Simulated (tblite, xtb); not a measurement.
AlCl₂, doublet, geometry from GFN2-xTB (such geometries of metal compounds can be far from the true shape). Base run: GFN1-xTB in xtb.

xtb was given this input:
```
$ xtb mol.xyz --gfn 1 --uhf 1 --json

# file mol.xyz
3

Al     0.00160221     0.63542259     0.02351302
Cl     1.85128917    -0.24859337     0.01717242
Cl    -1.85251440    -0.23731802    -0.03515296
```

Programs used: tblite, xtb; a row that names a program was run with it.

Variants of this job, named by their change:

```csv
change,ΔE vs base (kcal/mol),dipole (D),G_solv (kcal/mol),SCF cycles
base,0.000,2.60,-,7
"program = tblite; method = gfn1; option = (--efield, 0,0,0.1)",-0.116,-,-,-
gbsa = toluene,-4.52,2.63,-4.53,7
"program = tblite; method = gfn1; option = (--guess, eeq)",0.000,-,-,-
"program = tblite; method = gfn1; option = (--alpb, water)",-5.64,-,-,-
alpb = benzene,-3.16,2.62,-3.17,7
gbsa = water,-2.79,2.66,-2.82,7
```

ALPB and GBSA are two models with their own fitted parameters for each solvent, which aren't always the measured dielectric constant.
